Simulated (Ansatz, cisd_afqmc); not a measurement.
System: KI, charge 0, singlet. KI (SMILES [I][K]).
B3LYP-D3(BJ)/def2-TZVP minimum from Ansatz (a quantum-chemistry and plane-wave program):
```xyz
2

K      0.0000     0.0000    -2.2761
I      0.0000     0.0000     0.8160
```
Charge 0, spin multiplicity 1.

Total energies in def2-SVP, 8 correlated electrons, 18 frozen orbitals. UHF or UKS for unpaired electrons; spin-orbit terms are left out. Cores are frozen in correlated methods (noble-gas shells, and filled d and f shells in the p block). Past Kr the def2 sets carry scalar-relativistic core potentials. The Monte Carlo rows (phaseless AFQMC, CISD trial, step 0.005/hartree) carry one-sigma bars that omit the constraint's bias. Outlying blocks are dropped, and bars are widened where a walk drifts. Over all cases where full CI ran beside it in this data, AFQMC minus full CI had a median of +0.1 mEh and passed +0.4 mEh in a tenth of the cases. Spin-orbit terms, left out, reach several kcal/mol for Br and I, and more for heavier atoms.

```
method         program         energy (Eh)  minus CCSDTQ (mEh)
----------  ----------  ------------------  ------------------
HF              Ansatz          -895.82351              111.05
MP2             Ansatz          -895.92342               11.14
CCSD            Ansatz          -895.93293                1.63
CCSD(T)         Ansatz          -895.93420                0.37
CCSDT(Q)        Ansatz          -895.93455                0.01
CCSDTQ          Ansatz          -895.93456                0.00
AFQMC/CISD  cisd_afqmc  -895.9345 ± 0.0001           0.1 ± 0.1
```

Rough core times of Ansatz's runs on a shared machine: CCSD(T) under 20 s, CCSDT(Q) under 20 s, CCSDTQ 30 s.
